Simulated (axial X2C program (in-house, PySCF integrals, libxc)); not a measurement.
Spin–orbit effects down a group: molecules with Pd, HF

Computed with an in-house relativistic program for diatomic molecules, spin-free (one-electron X2C) or two-component (2c: spin–orbit coupling with atomic mean-field Coulomb and Gaunt terms, which also bring small scalar terms), in Dyall basis sets with cores contracted in-house; open shells are unrestricted.

Basis sets: Be dyall-cv3z, Mg dyall-cv3z, Pd dyall-cv3z, Sr dyall-cv3z.

```csv
molecule,spin-free state,Re (Å),ωe (cm⁻¹),De (eV),2c state,Re 2c (Å),ωe 2c (cm⁻¹),De 2c (eV)
BePd,"M_S = 0, Λ = 0",1.989,494.1,n/a,Ω = 0,1.988,494.2,n/a
MgPd,"M_S = 0, Λ = 0",2.476,211.1,n/a,Ω = 0,2.475,210.9,n/a
SrPd,"M_S = 0, Λ = 0",2.787,111.1,n/a,Ω = 0,2.786,111.2,n/a
```

(1) Work out the shifts from the spin-free to the two-component result.

Each entry is the lowest single determinant of a limited PBE0 search at one distance. De goes to single-determinant-based atoms at the same level (for ions the charge split of lowest energy) and is withheld (n/a) where an atom does not fit its ground term or J level. Main or longest-lived isotopes.

Answers

(1) 

| molecule | 2c state | ΔRe (Å) | Δωe (cm⁻¹) | ΔDe (eV) |
| --- | --- | --- | --- | --- |
| BePd | Ω = 0 | -0.001 | 0.1 | n/a |
| MgPd | Ω = 0 | -0.001 | -0.2 | n/a |
| SrPd | Ω = 0 | -0.001 | 0.1 | n/a |

Shifts of one unit in the last digit are rounding.
